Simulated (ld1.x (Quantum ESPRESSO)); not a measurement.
**PBE TM dataset for Xe, scalar-relativistic all-electron reference.**

Xe (Z = 54), norm-conserving Troullier–Martins (Kleinman–Bylander form), made with ld1.x (Quantum ESPRESSO) 7.5 (PBE, scalar-relativistic). Core [Kr], reference 4d10 5s2 5p4.5 (charge +1.5). Waves: 5p (bound): rc 1.95 bohr; 4d (bound): rc 1.45 bohr; 5s (bound): rc 1.50 bohr. Local part: the s channel. Core correction: none.

Question: Estimate the cutoffs (Ry, on a coarse ladder) from which the occupation-weighted sum of valence levels, in a spherical-Bessel basis at the reference potential, stays within 10 and 1 mRy of its value at 400 Ry.

Answer: 110 Ry and 180 Ry.

Question: What does a ghost test show?

Answer: No extra level below or beside the all-electron valence levels (p, d, s, f tested).

Question: Which valence shell sets the plane-wave cutoff?

Answer: 4d: its level needs 110 Ry to come within 1 mRy, against 70 Ry for 5s.

Question: Tests: 4d10 5s2 5p6; 4d10 5s2 5p5; 4d10 5s2 5p4; 4d10 5s2 5p5.5; 4d10 5s1 5p6; 4d10 5s2 5p2; 4d9 5s2 5p6. Which has the largest error in its energy relative to the reference configuration, and how large is it?

Answer: 4d9 5s2 5p6, with -539 meV (all-electron minus pseudo) on +45.50 eV.
